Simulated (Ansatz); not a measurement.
SbTe4. Charge 0, multiplicity 2. Geometry PBE-D4/def2-SVP.

| atom | x (Å) | y (Å) | z (Å) |
| --- | --- | --- | --- |
| Sb1 | -1.3170 | 0.3429 | 1.0163 |
| Te2 | 0.4741 | -1.2772 | 2.5071 |
| Te3 | 0.8544 | 0.3406 | -2.4549 |
| Te4 | -0.0220 | 2.2632 | -0.7006 |
| Te5 | 0.0105 | -1.6695 | -0.3679 |

In the def2 sets Sb, Te take a core potential; there is no spin–orbit coupling. B3LYP takes the VWN-RPA correlation. Another isomer (doublet) lies 0.53 eV lower at PBE0-D4/def2-TZVP; other spin states weren't run for this one.

(1) Estimate the α-spin orbital energies around the gap (eV) in Ansatz with PBE-D4/def2-TZVP, r2SCAN-D4/def2-TZVP, B3LYP-D4/def2-TZVP, PBE0-D4/def2-TZVP, BHLYP-D4/def2-TZVP.

Results:

(1) 
| orbital | PBE-D4/def2-TZVP | r2SCAN-D4/def2-TZVP | B3LYP-D4/def2-TZVP | PBE0-D4/def2-TZVP | BHLYP-D4/def2-TZVP |
| --- | --- | --- | --- | --- | --- |
| HOMO−9 | -8.78 | -9.15 | -9.59 | -9.93 | -10.79 |
| HOMO−8 | -8.18 | -8.52 | -8.97 | -9.30 | -10.17 |
| HOMO−7 | -7.78 | -8.13 | -8.58 | -8.90 | -9.75 |
| HOMO−6 | -7.38 | -7.69 | -8.13 | -8.42 | -9.22 |
| HOMO−5 | -7.19 | -7.49 | -7.88 | -8.13 | -8.85 |
| HOMO−4 | -6.31 | -6.59 | -7.04 | -7.31 | -8.12 |
| HOMO−3 | -6.21 | -6.48 | -6.93 | -7.17 | -7.93 |
| HOMO−2 | -5.85 | -6.11 | -6.53 | -6.78 | -7.51 |
| HOMO−1 | -4.98 | -5.20 | -5.62 | -5.84 | -6.55 |
| HOMO | -4.57 | -4.84 | -5.24 | -5.48 | -6.20 |
| LUMO | -3.71 | -3.75 | -3.32 | -3.21 | -2.53 |
| LUMO+1 | -3.47 | -3.44 | -3.02 | -2.88 | -2.13 |
| LUMO+2 | -2.94 | -2.93 | -2.51 | -2.38 | -1.63 |
| LUMO+3 | -2.26 | -2.14 | -1.80 | -1.63 | -0.89 |
| LUMO+4 | -2.19 | -2.10 | -1.69 | -1.51 | -0.68 |
| LUMO+5 | 1.16 | 1.55 | 1.78 | 1.84 | 2.67 |
| β HOMO | -4.86 | -5.04 | -5.46 | -5.66 | -6.36 |
| β LUMO | -4.15 | -4.09 | -3.77 | -3.61 | -2.89 |
